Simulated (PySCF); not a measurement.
## Trend along group 15: MGa cations

PBE0 with double-zeta basis sets in PySCF, for the lowest determinant that a PBE0 search found; no spin–orbit coupling. De refers to high-spin ground-configuration atoms (the charge goes to the atom of lower measured ionisation energy or higher electron affinity, which is not always the lowest computed limit). A positive dipole points towards Ga; it is taken about the centre of mass and depends on that origin.

```json
{"M": "N", "basis": "pcseg-1", "charged atom": "Ga+", "state (unpaired electrons)": "quartet (σ ↑, π ↑↑)", "Re (Å)": "2.663", "ωe (cm⁻¹)": "115", "De (eV)": "0.16", "μ (D)": "1.03"}
{"M": "P", "basis": "cc-pVDZ-PP/cc-pV(D+d)Z", "charged atom": "Ga+", "state (unpaired electrons)": "quartet (σ ↑, π ↑↑)", "Re (Å)": "2.694", "ωe (cm⁻¹)": "142", "De (eV)": "0.54", "μ (D)": "0.53"}
{"M": "Bi", "basis": "cc-pVDZ-PP", "charged atom": "Ga+", "state (unpaired electrons)": "quartet (σ ↑, π ↑↑)", "Re (Å)": "2.989", "ωe (cm⁻¹)": "101", "De (eV)": "n/a", "μ (D)": "5.04"}
```

The shortest bond is that of GaN⁺ (2.663 Å), the longest that of GaBi⁺ (2.989 Å).

The rows differ in basis set, which adds steps of its own.

Down a group the atoms grow and get heavier, so bonds lengthen and wavenumbers fall; the exceptions here are the higher wavenumber at P.

Weak bonds: GaN⁺. Basis-set superposition, not corrected here, can be much of De in a small basis, most of all at correlated wavefunction levels. Spin–orbit coupling is left out, which matters for elements this heavy, above all for dissociation energies. For an ion De counts to the pair picked by the measured ionisation energies or electron affinities, which need not be the lowest pair at this level. States were picked by a PBE0 search and need not be the measured ground states.
